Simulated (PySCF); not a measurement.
C₄H₇FO, SMILES CCO/C=C\F.

Coordinates come from a B3LYP-D3(BJ)/def2-SVP optimisation. The structure was generated by enumeration; whether it is a known compound was not checked. Other conformers were not sampled.

Method: B3LYP-D3(BJ)/def2-SVP (PySCF).

No scaling factor is applied to the harmonic values.

```tsv
mode	ν (cm⁻¹)	IR (km/mol)	moving atoms (share of kinetic energy)
1	85	7.7	H 43 %, C 24 %, F 17 %, O 16 %
2	94	2.0	C 43 %, H 32 %, O 24 %
3	176	3.0	F 42 %, C 35 %, H 15 %
4	258	0.8	H 87 %, C 8 %
5	285	2.7	F 30 %, C 29 %, O 25 %, H 15 %
6	426	0.8	C 61 %, H 22 %, O 11 %
7	519	2.5	C 70 %, H 15 %, O 9 %
8	740	32.4	H 77 %, C 20 %
9	820	1.0	H 92 %
10	838	11.4	C 68 %, H 14 %, F 13 %
11	858	22.9	C 35 %, H 32 %, O 32 %
12	900	0.9	H 81 %, C 19 %
13	1011	18.8	C 48 %, H 24 %, F 15 %, O 13 %
14	1059	83.9	C 50 %, H 33 %, F 9 %
15	1132	7.9	C 52 %, H 43 %
16	1170	5.0	H 61 %, C 36 %
17	1193	167.1	C 33 %, H 32 %, O 25 %, F 10 %
18	1294	1.2	H 91 %
19	1341	153.5	H 66 %, O 18 %, C 14 %
20	1379	4.4	H 81 %, C 17 %
21	1403	46.7	H 70 %, C 28 %
22	1434	10.4	H 66 %, C 32 %
23	1455	6.0	H 97 %
24	1476	1.2	H 94 %
25	1498	8.7	H 92 %
26	1767	110.4	C 91 %
27	3030	18.6	H 95 %
28	3040	13.7	H 97 %
29	3079	21.4	H 90 %, C 10 %
30	3129	17.1	H 91 %, C 9 %
31	3130	26.0	H 90 %, C 10 %
32	3194	5.6	H 92 %, C 8 %
33	3225	9.3	H 91 %, C 9 %
```
